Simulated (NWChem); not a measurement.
System meant: SnI3, doublet; SMILES [I][Sn]([I])[I]

Input file for NWChem:

```
start job
memory heap 200 mb stack 900 mb global 1100 mb
geometry units angstroms noautoz
  Sn     0.000000     0.000000     0.700054
  I      0.925676    -2.395234    -0.219864
  I     -2.537172     0.395958    -0.219864
  I      1.611496     1.999276    -0.219864
end
basis spherical
  * library def2-svp
end
ecp
  Sn library def2-ecp
  I library def2-ecp
end
dft
  odft
  mult 3
  xc pbe0
  iterations 150
  mulliken
end
task dft energy
```

End of the output:

```
 Summary of "ao basis" -> "" (spherical)
 ------------------------------------------------------------------------------
       Tag                 Description            Shells   Functions and Types
 ---------------- ------------------------------  ------  ---------------------
 *                          def2-svp                  on all atoms

                                 NWChem DFT Module
                                 -----------------

 Summary of "ao basis" -> "ao basis" (spherical)
 ------------------------------------------------------------------------------
       Tag                 Description            Shells   Functions and Types
 ---------------- ------------------------------  ------  ---------------------
 Sn                         def2-svp                10       26   4s4p2d
 I                          def2-svp                10       26   4s4p2d

 Summary of "ao basis" -> "ao basis" (spherical)
 ------------------------------------------------------------------------------
       Tag                 Description            Shells   Functions and Types
 ---------------- ------------------------------  ------  ---------------------
 Sn                         def2-svp                10       26   4s4p2d
 I                          def2-svp                10       26   4s4p2d

      Symmetry analysis of basis
      --------------------------

        a          36
        e+         34
        e-         34

  Rotation of axis
  number of electrons :                   97
  multiplicity        :                    3
 ------------------------------------------------------------------------
  no. of electrons and multiplicity not compatible                  97
 ------------------------------------------------------------------------
 ------------------------------------------------------------------------
  current input line :
    23: task dft energy
 ------------------------------------------------------------------------
 ------------------------------------------------------------------------
 There is an error in the input file
 ------------------------------------------------------------------------
 For more information see the NWChem manual at https://nwchemgit.github.io

0: no. of electrons and multiplicity not compatible:Received an Error in Communication
```

**Question.** Can this run be used? If not, why, and what is the fix?

**Answer.** The input was rejected before any calculation. Cause: the multiplicity doesn't fit the number of electrons (an even count wants an odd multiplicity, and the reverse). This input runs:
```
start job
memory heap 200 mb stack 900 mb global 1100 mb
geometry units angstroms noautoz
  Sn     0.000000     0.000000     0.700054
  I      0.925676    -2.395234    -0.219864
  I     -2.537172     0.395958    -0.219864
  I      1.611496     1.999276    -0.219864
end
basis spherical
  Sn library def2-svp
  I library def2-svp
end
ecp
  Sn library def2-ecp
  I library def2-ecp
end
dft
  odft
  mult 2
  xc pbe0
  iterations 150
  mulliken
end
task dft energy
```
It converges to -1107.57721 Ha (PBE0/def2-SVP with def2 effective core potentials on Sn, I, spin-unrestricted).
